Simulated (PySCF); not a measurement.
FeO3, SMILES [O]=[Fe](=[O])=[O], multiplicity 1.

Geometry: r2SCAN-D4/def2-SVP. The spin state was assumed, not searched.

Two levels are set side by side: TDDFT-PBE/def2-SVPD (PySCF) and TDDFT-PBE0/def2-SVPD (PySCF). Vertical, same geometry. The lowest singlet is HOMO→LUMO 100 % with PBE and HOMO→LUMO 97 % with the other functional; states are paired by order. Differences are taken from unrounded values.

```csv
quantity,TDDFT-PBE0,TDDFT-PBE,TDDFT-PBE minus TDDFT-PBE0
lowest singlet excitation (eV),0.95,1.09,0.14
lowest triplet excitation (TDA) (eV),0.39,0.57,0.17
```

Rough cost on one machine, each run with all the roots and properties that it gave: TDDFT-PBE0 against TDDFT-PBE about 3 times.
